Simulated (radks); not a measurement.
Question: Species: the chromium ion Cr+. Configuration: [Ar] 3d5. All-electron calculation, scalar-relativistic Kohn-Sham, r2SCAN, spin-polarised, spherical densities, finite nucleus; open shells are filled with parallel spins first; meta-GGA in the generalised Kohn-Sham scheme; Fermi nuclear charge, rms radius 3.6452 fm. Program: a radial shooting solver on a logarithmic mesh with Libxc functionals. Some entries of the table are withheld. Estimate them.

| orbital | occ. | eigenvalue (eV) | <r> (bohr) |
|---|---|---|---|
| 1s down | 1 | -5908.693 | 0.06356 |
| 1s up | 1 | -5908.640 | 0.06356 |
| 2s up | 1 | -681.5596 | (1) |
| 2s down | 1 | -679.4522 | (2) |
| 2p up | 3 | (3) | 0.2600 |
| 2p down | 3 | (4) | 0.2592 |
| 3s up | 1 | -84.9895 | 0.9041 |
| 3s down | 1 | -79.2214 | 0.9070 |
| 3p up | 3 | -55.3256 | 0.9694 |
| 3p down | 3 | -49.5294 | 0.9729 |
| 3d up | 5 | -10.9993 | 1.365 |

Answer: 
(1) 2s up <r> (bohr): 0.2927
(2) 2s down <r> (bohr): 0.2920
(3) 2p up eigenvalue (eV): -572.2036
(4) 2p down eigenvalue (eV): -570.5989
